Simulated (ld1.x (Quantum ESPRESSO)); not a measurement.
Pb (Z = 82): one change to an RRKJ potential, before and after

| Item | Value |
| --- | --- |
| Element | Pb |
| Generator | ld1.x (Quantum ESPRESSO) 7.5 |
| Type | norm-conserving RRKJ (Kleinman–Bylander form) |
| Functional | PBE |
| Relativity | fully relativistic |
| Frozen core | [Xe] 4f14 5d10 |
| Valence charge | 4 |
| Reference configuration | 6s2 6p2 |
| Partial waves | 6p (bound): rc 2.00 bohr; 6s (bound): rc 1.60 bohr |
| Local potential | the s channel |
| Core correction | a·sin(br)/r model core, default radius (core density twice the valence density) |

Open shells are filled in proportion to 2j + 1 (rel_dist='average').

Change: type TM; local potential all-electron potential smoothed inside 1.35 bohr (lloc = -2).

Cutoffs: the cutoffs (Ry, on a coarse ladder) from which the occupation-weighted sum of valence levels, in a spherical-Bessel basis at the reference potential, stays within 10 and 1 mRy of its value at 400 Ry; they do not see the model core or the augmentation charge, which bear on the density cutoff. Errors are all-electron minus pseudo energies relative to the spin-unpolarised reference configuration.

Problem. How do hardness, ghosts and transferability respond?

Solution. The potential gets neither clearly harder nor softer (45 Ry and 100 Ry → 45 Ry and 100 Ry); a bound ghost appears in d, p, s, which as a rule spoils a file; the number of tests that count goes from 7 to 5; of the 5 tests that both files solve, the error grows in 3 and shrinks in 0 by more than 15 % and 0.3 meV (median size 35.7 → 57.0 meV); the range in which the s phases agree widens (upper end 1.4 → at the end of the scan); the range in which the p1/2 phases agree narrows (upper end at the end of the scan → 0.1).

```tsv
quantity	base	changed
cutoff, loose	45 Ry	45 Ry
cutoff, tight	100 Ry	100 Ry
loose cutoff by channel (10 mRy a level)	p 21 Ry, s 30 Ry	s 30 Ry, p 8 Ry
bound ghosts	none	s, d, p3/2
tests counted (converged, no solver errors)	7 of 7	5 of 7
error for 6s2 6p1, meV [ΔE 6.70 eV]	-16	-26
error for 6s2 6p0, meV [ΔE 20.30 eV]	-117	-127
error for 6s1 6p0, meV [ΔE 52.71 eV]	-613	-655
error for 6s1 6p3, meV [ΔE 8.57 eV]	-36	-57
error for 6s2 6p2.3, meV [ΔE -0.83 eV]	-0.5	-1.8
s: phases at 2.20 bohr within 0.05 rad from the reference energy up to (Ry; the scan ends near 5)	1.4	to the end of the scan
p1/2: phases at 2.20 bohr within 0.05 rad from the reference energy up to (Ry; the scan ends near 5)	to the end of the scan	0.1
p3/2: phases at 2.20 bohr within 0.05 rad from the reference energy up to (Ry; the scan ends near 5)	0.8	0.3
```

Changed file: Tests not counted: 6s1 6p2 (solver errors, printed error -6.5 eV); 6s0 6p4 (solver errors, printed error -46.6 eV). A true bound ghost makes a file unfit for plane-wave use even where its test errors are small: the radial tests pick states by their node count and pass the ghost by. Where a test does run into it, the solver fails or the error is huge.
